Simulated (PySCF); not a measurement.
A species of formula C7H8FNSi has this rotational fingerprint, computed with PBE0-D3(BJ)/def2-SVP geometry optimisation, gas phase in PySCF 2.14.0:

```
Rotational constants : A = 1952, B = 720.8, C = 533.2 MHz
Dipole components    : |μa| = 2.21 D, |μb| = 1.23 D, |μc| = 0.15 D
Inertial defect      : -12.16 u·Å²
κ                    : -0.74
```

**Question.** Which structure is it? (One computed conformer of each.)
A. `[F:1][c:2]1[cH:3][cH:4][cH:5][c:6](/[CH:7]=[N:8]/[SiH3:9])[cH:10]1` with C5–C6–C7–N8 0°
B. `CC#Cc1c(F)ccn1[SiH3]`
C. `[F:1][c:2]1[cH:3][cH:4][cH:5][c:6](/[CH:7]=[N:8]\[SiH3:9])[cH:10]1` with C5–C6–C7–N8 -167°
D. `[CH:1]#[C:2][Si@H:3]([CH3:4])[n:5]1[cH:6][cH:7][cH:8][c:9]1[F:10]` with C2–Si3–N5–C6 -114°
E. `[F:1][CH2:2][C:3]#[C:4][SiH2:5][n:6]1[cH:7][cH:8][cH:9][cH:10]1` with C4–Si5–N6–C7 -45°

**Answer.** C. It is Fc1cccc(/C=N\[SiH3])c1, an asymmetric top, point group C1. The candidates at the same level (rigid rotor, commonest isotopes):

| SMILES | A (MHz) | B (MHz) | C (MHz) | μa (D) | μb (D) | μc (D) | Δ (u·Å²) | point group | rotor |
| --- | --- | --- | --- | --- | --- | --- | --- | --- | --- |
| Fc1cccc(/C=N\[SiH3])c1 | 1952 | 720.8 | 533.2 | 2.21 | 1.23 | 0.15 | -12.16 | C1 | asymmetric top |
| CC#Cc1c(F)ccn1[SiH3] | 1293 | 961.2 | 557.0 | 0.92 | 2.44 | 0.02 | -9.22 | near Cs | asymmetric top |
| FCC#C[SiH2]n1cccc1 | 2627 | 444.7 | 409.0 | 0.99 | 0.30 | 1.58 | -93.12 | C1 | near-prolate asymmetric top |
| C#C[Si@H](C)n1cccc1F | 1803 | 803.5 | 787.1 | 1.59 | 0.72 | 0.20 | -267.26 | C1 | near-prolate asymmetric top |
| Fc1cccc(/C=N/[SiH3])c1 | 3351 | 476.1 | 418.9 | 0.39 | 0.05 | 0.00 | -5.94 | Cs | near-prolate asymmetric top |

`CC#Cc1c(F)ccn1[SiH3]` has A 34 % too low; `C#C[Si@H](C)n1cccc1F` has C 48 % too high; `Fc1cccc(/C=N/[SiH3])c1` has A 72 % too high; `FCC#C[SiH2]n1cccc1` has B 38 % too low. No structure here is proved a minimum.
